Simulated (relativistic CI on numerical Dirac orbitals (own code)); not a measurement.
## Electric-dipole transitions in Tb³⁹⁺

Method of calculation: Dirac-Coulomb-Breit CI, separate exchange-only KLI orbitals for each configuration, model QED, unscaled Slater integrals (own radial code, finite nucleus).

Configuration list (outside the closed core [Ne]): 3s2 3p6 3d8, 3s2 3p5 3d9, 3s2 3p4 3d10, 3s 3p6 3d9, 3p6 3d10, 3s 3p5 3d10, 3s2 3p6 3d7 4s, 3s2 3p6 3d7 4p, 3s2 3p6 3d7 4d, 3s2 3p4 3d9 4s, 3s2 3p4 3d9 4p, 3s2 3p5 3d8 4s, 3s2 3p6 3d7 4f, 3s2 3p4 3d9 4d, 3s 3p5 3d9 4s, 3s2 3p5 3d8 4p, 3s 3p5 3d9 4p, 3s2 3p6 3d6 4s2, 3s2 3p5 3d8 4d, 3s 3p6 3d8 4s, 3s 3p5 3d9 4d, 3s2 3p6 3d6 4s 4p, 3p6 3d9 4s, 3s2 3p6 3d7 5s, 3s2 3p5 3d8 4f, 3s2 3p6 3d6 4p2, 3s 3p6 3d8 4p, 3p6 3d9 4p, 3s2 3p6 3d6 4s 4d, 3s2 3p6 3d7 5p, 3s2 3p6 3d7 5d, 3s2 3p6 3d6 4p 4d, 3s2 3p5 3d7 4s2, 3p6 3d9 4d, 3s2 3p6 3d7 5f, 3s 3p6 3d8 4d. Levels of other configurations are missing.

```csv
λ vac (nm),Lower,Upper,A (s⁻¹),log gf,S velocity/length
0.80120,3s2 3p6 3d8 3F_4 [1],3s2 3p6 3d7 4f 3G°_5 [397],4.11e+12,-0.36,0.96
0.80168,3s2 3p6 3d8 3F_4 [1],3s2 3p6 3d7 4f 3G°_4 [395],4.05e+12,-0.45,0.93
0.80194,3s2 3p6 3d8 3F_4 [1],3s2 3p6 3d7 4f 3D°_3 [393],1.48e+13,0.00,0.93
0.82526,3s2 3p6 3d8 3F_4 [1],3s2 3p5 3d8 4s 3F°_4 [330],6.40e+12,-0.23,0.97
0.82728,3s2 3p6 3d8 1G_4 [7],3s2 3p5 3d8 4s 1H°_5 [391],1.02e+13,0.06,0.96
0.83129,3s2 3p6 3d8 3F_3 [4],3s2 3p5 3d8 4s 5G°_4 [355],5.49e+12,-0.29,0.97
0.83357,3s2 3p6 3d8 1D_2 [2],3s2 3p5 3d8 4s 1F°_3 [315],7.77e+12,-0.25,0.97
0.83493,3s2 3p6 3d8 3F_4 [1],3s2 3p5 3d8 4s 3G°_5 [293],9.82e+12,0.05,0.97
0.95164,3s2 3p6 3d8 3F_4 [1],3s2 3p6 3d7 4p 3D°_3 [101],3.86e+12,-0.44,1.00
0.95730,3s2 3p6 3d8 3F_4 [1],3s2 3p6 3d7 4p 3F°_4 [97],6.11e+12,-0.12,0.98
0.96542,3s2 3p6 3d8 3F_4 [1],3s2 3p6 3d7 4p 3G°_5 [90],3.57e+12,-0.26,0.96
2.5955,3s2 3p6 3d8 1G_4 [7],3s2 3p5 3d9 1F°_3 [19],2.43e+12,0.23,0.91
3.3874,3s2 3p5 3d9 3F°_4 [10],3s 3p6 3d9 3D_3 [23],1.13e+12,0.13,0.68
3.4570,3s2 3p6 3d7 4s 3F_4 [34],3s2 3p5 3d8 4s 3D°_3 [351],1.57e+12,0.29,0.86
3.4583,3s2 3p5 3d9 3D°_3 [12],3s 3p6 3d9 3D_2 [24],1.52e+12,0.13,0.68
3.4588,3s2 3p6 3d7 4s 5F_5 [33],3s2 3p5 3d8 4s 5D°_4 [346],1.52e+12,0.39,0.85
3.4684,3s2 3p6 3d8 3F_4 [1],3s2 3p5 3d9 3D°_3 [12],1.28e+12,0.21,0.90
3.5289,3s2 3p5 3d9 1F°_3 [19],3s2 3p4 3d10 1D_2 [29],1.56e+12,0.16,0.66
3.5392,3s2 3p6 3d8 3F_3 [4],3s2 3p5 3d9 3D°_2 [14],7.84e+11,-0.13,0.90
3.5723,3s2 3p5 3d9 1D°_2 [11],3s2 3p4 3d10 3P_2 [22],9.15e+11,-0.06,0.70
3.5896,3s2 3p6 3d8 1G_4 [7],3s2 3p5 3d9 3F°_3 [17],6.90e+11,-0.03,0.88
3.6610,3s2 3p6 3d7 4s 5F_5 [33],3s2 3p5 3d8 4s 5F°_5 [323],8.69e+11,0.28,0.99
3.6788,3s2 3p6 3d8 1D_2 [2],3s2 3p5 3d9 1D°_2 [11],6.91e+11,-0.15,0.93
3.6799,3s2 3p6 3d8 3F_4 [1],3s2 3p5 3d9 3F°_4 [10],3.34e+11,-0.21,0.92
7.2507,3s2 3p6 3d7 4p 3G°_5 [62],3s2 3p6 3d7 4d 3H_6 [182],3.34e+11,0.53,1.11
9.4442,3s2 3p6 3d7 4s 3D_3 [37],3s2 3p6 3d7 4p 3F°_4 [104],1.58e+11,0.28,1.06
9.4652,3s2 3p6 3d7 4s 5F_5 [33],3s2 3p6 3d7 4p 5G°_6 [93],1.61e+11,0.45,1.12
9.4770,3s2 3p6 3d7 4s 5F_4 [39],3s2 3p6 3d7 4p 5G°_5 [120],1.60e+11,0.37,1.10
9.5229,3s2 3p6 3d7 4s 3G_5 [41],3s2 3p6 3d7 4p 3H°_6 [123],1.57e+11,0.44,1.14
9.6022,3s2 3p6 3d7 4s 3H_6 [50],3s2 3p6 3d7 4p 3I°_7 [132],1.56e+11,0.51,1.19
```

Terms are leading LS components. Brackets give the number of a level in order of energy, since labels repeat. The list gives strong lines, with weight on those to low levels, among the lowest 400 of 6493 levels, so that lines to higher ones, which can be the strongest, are missing. Levels whose partners in the same complex of configurations lie outside the list can be far off, and so can their lines. Rates are taken at the computed energies, electric ones in the length gauge. A velocity-to-length ratio far from 1 marks an uncertain rate.

At this charge energies of transitions that change n are usually good to better than 1 %, and those within a shell (Δn = 0) to a few per cent. Terms inside the open d or f shell come out 10 to 20 % too wide with unscaled integrals.

LS names give the leading component of a level, which can be under half, so a name can repeat, a term be missing and a line seem to break the LS rules.
